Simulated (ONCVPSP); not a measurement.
# Before and after: ONCV potential for nickel (Ni)

```json
{"Element": "Ni (Z = 28)", "Generator": "ONCVPSP 4.0.1", "Type": "optimised norm-conserving Vanderbilt (ONCV)", "Functional": "PBEsol", "Relativity": "scalar-relativistic", "Frozen core": "[Ne]", "Valence charge": "18", "Reference configuration": "3s2 3p6 3d8 4s2", "Partial waves": "3s+4s: rc 1.30 bohr, ncon 4, nbas 9, qcut 8.1 1/bohr, 2 projectors; 3p: rc 1.00 bohr, ncon 3, nbas 8, qcut 14.8 1/bohr, 2 projectors, debl 2.5 Ha; 3d: rc 0.95 bohr, ncon 3, nbas 8, qcut 13.9 1/bohr, 1 projector; f scattering state at 0.19 Ha: rc 1.20 bohr, ncon 4, nbas 8, qcut 10.6 1/bohr, 2 projectors, debl 2.3 Ha", "Local potential": "polynomial inside 0.85 bohr (lpopt 5, dvloc0 0 Ha)", "Core correction": "Teter function, parameters optimised by the program"}
```

In the p channel the program set the typed energies aside and used -2.619, 0.250 Ha.

Change: s: rc 1.44.

Cutoffs: the cutoffs (Ha) at which the residual kinetic energy of the hardest occupied pseudo-wave falls to 1 and 0.1 mHa per electron; they do not see the model core or the augmentation charge, which bear on the density cutoff. Errors are all-electron minus pseudo energies relative to the spin-unpolarised reference configuration.

**Question.** How do hardness, ghosts and transferability respond?

**Answer.** The potential gets neither clearly harder nor softer (83 Ha and 94 Ha → 83 Ha and 94 Ha); of the 4 tests that both files solve, the error grows in 1 and shrinks in 0 by more than 15 % and 0.3 meV (median size 0.4 → 0.5 meV); neither file shows a bound ghost.

| quantity | base | changed |
| --- | --- | --- |
| cutoff, loose | 83 Ha | 83 Ha |
| cutoff, tight | 94 Ha | 94 Ha |
| loose cutoff by channel | s 15 Ha, p 39 Ha, d 83 Ha | s 15 Ha, p 39 Ha, d 83 Ha |
| bound ghosts | none | none |
| GHOST(+) flags under 300 eV | none | none |
| error for 3s2 3p6 3d8 4s1, meV [ΔE 9.34 eV] | -0.4 | -0.5 |
| error for 3s2 3p6 3d8 4s0, meV [ΔE 26.60 eV] | 0.0 | -0.4 |
| error for 3s2 3p6 3d7 4s0, meV [ΔE 64.04 eV] | -18 | -19 |
| error for 3s2 3p6 3d8 4s1 4p1, meV [ΔE 4.63 eV] | -0.4 | -0.5 |
| p: phases at 1.01 bohr within 0.05 rad from the reference energy up to (Ha; the scan ends near 5) | to the end of the scan | to the end of the scan |
| d: phases at 0.97 bohr within 0.05 rad from the reference energy up to (Ha; the scan ends near 5) | 4.9 | 4.9 |
| f: phases at 1.22 bohr within 0.05 rad from the reference energy up to (Ha; the scan ends near 5) | to the end of the scan | to the end of the scan |
| rms error of d²Exc/dni dnj with the model core, mHa | 0.91 | 0.95 |
